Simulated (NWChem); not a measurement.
CH₃FMnN₂, sextet; SMILES [F][Mn]1[NH]C=[NH]->1

```xyz
8

Mn     0.0000     0.0000     0.5596
F      0.0000     0.0000     2.3645
C      0.0000     0.0000    -1.9252
N      0.0000    -1.1196    -1.2275
N      0.0000     1.1196    -1.2275
H      0.0000     0.0000    -3.0316
H      0.0000    -1.9853    -1.7519
H      0.0000     1.9853    -1.7519
```
Atoms are numbered in this order, from 1.

All runs: NWChem. Pople sets run with spherical d functions. Spin-unrestricted. In the optimisation the excess spin sits in a' and a" (Cs, its own frame). All runs use the structure optimised with PBE0/def2-SVP, spin-unrestricted. No frequency run checked for a minimum. This spin state was assumed; another may lie lower. No stability test was run on the SCF state.

### Question
Predict the results for PBE/6-31G*. Quantities: highest occupied level (eV); lowest empty minus highest occupied level, either spin (eV); dipole (D); <S²>.

### Answer
| Property | Value |
|---|---|
| highest occupied level (eV) | -4.24 |
| lowest empty minus highest occupied level, either spin (eV) | 1.92 |
| dipole (D) | 3.91 |
| <S²> | 8.76 |
